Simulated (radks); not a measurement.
Xe, configuration [Kr] 4d10 5s2 5p5 6f1 (not the ground configuration). Method: scalar-relativistic Kohn-Sham, PBEsol, spin-polarised, spherical densities, point nucleus; open shells are filled with parallel spins first (spin-orbit coupling, left out, can overturn this in heavy ions); computed with a radial shooting solver on a logarithmic mesh with Libxc functionals.

Local quantities along the radius. ELF = 1/(1 + alpha^2) is the electron localisation function; alpha = (tau - tau_W)/tau_unif compares the Pauli kinetic energy density with that of the uniform gas (summed over spins); r v_xc is r times the local exchange-correlation potential of spin up (hartree bohr). tau is taken from the large components.

r (bohr)    ELF    alpha   r v_xc
0.002862  0.999  0.02781  -0.1595
0.00344   0.999  0.03017  -0.1817
0.004168  0.999  0.03360  -0.2084
0.005011  0.999  0.03822  -0.2371
0.006071  0.998  0.04509  -0.2703
0.007298  0.997  0.05468  -0.3049
0.008842  0.995  0.06976  -0.3431
0.01063   0.992  0.09229  -0.3806
0.01288   0.983   0.1306  -0.4189
0.01548   0.964   0.1932  -0.4530
0.01876   0.913   0.3084  -0.4832
0.02255   0.798   0.5039  -0.5055
0.02732   0.587   0.8381  -0.5220
0.03284   0.395    1.237  -0.5359
0.03979   0.319    1.460  -0.5627
0.04782   0.383    1.270  -0.6211
0.05749   0.547   0.9100  -0.7079
0.06965   0.702   0.6510  -0.7987
0.08372   0.751   0.5751  -0.8631
0.1014    0.677   0.6914  -0.8930
0.1219    0.477    1.046  -0.8890
0.1478    0.327    1.435  -0.8925
0.1776    0.403    1.217  -0.9791
0.2152    0.630   0.7659   -1.111
0.2587    0.755   0.5696   -1.194
0.3134    0.716   0.6304   -1.175
0.3767    0.426    1.162   -1.058
0.4565    0.192    2.051  -0.9456
0.5487    0.396    1.234   -1.087
0.6648    0.724   0.6168   -1.226
0.7991    0.758   0.5652   -1.264
0.9683    0.601   0.8140   -1.176
1.164     0.346    1.373   -1.040
1.41      0.282    1.596  -0.9778
1.695     0.509   0.9815   -1.020
2.054     0.752   0.5739   -1.033
2.469     0.785   0.5233  -0.9721
2.968     0.674   0.6961  -0.8231
3.596     0.387    1.258  -0.5985
4.322     0.088    3.225  -0.4590
5.237     0.002    22.29  -0.3715
6.295     0.000    83.38  -0.4120
7.628     0.001    41.90  -0.3402
9.169     0.001    28.36  -0.3607
11.11     0.001    27.65  -0.2720
13.35     0.001    44.70  -0.2968
19.45     0.001    28.05  -0.2297
23.57     0.007    11.62  -0.4501
28.33     0.004    15.47  -0.3755
41.26     0.012    9.266  -0.3978
49.99     0.059    4.001  -0.8570
60.09     0.014    8.434  -0.5793
72.8      0.000    52.43  -0.3397

On this mesh the ELF has minima near r = 0.040, 0.15, 0.46, 1.4 bohr, which separate the shells, and maxima near 0.0011 (1.00), 0.084 (0.75), 0.26 (0.76), 0.80 (0.76), 2.5 (0.79).
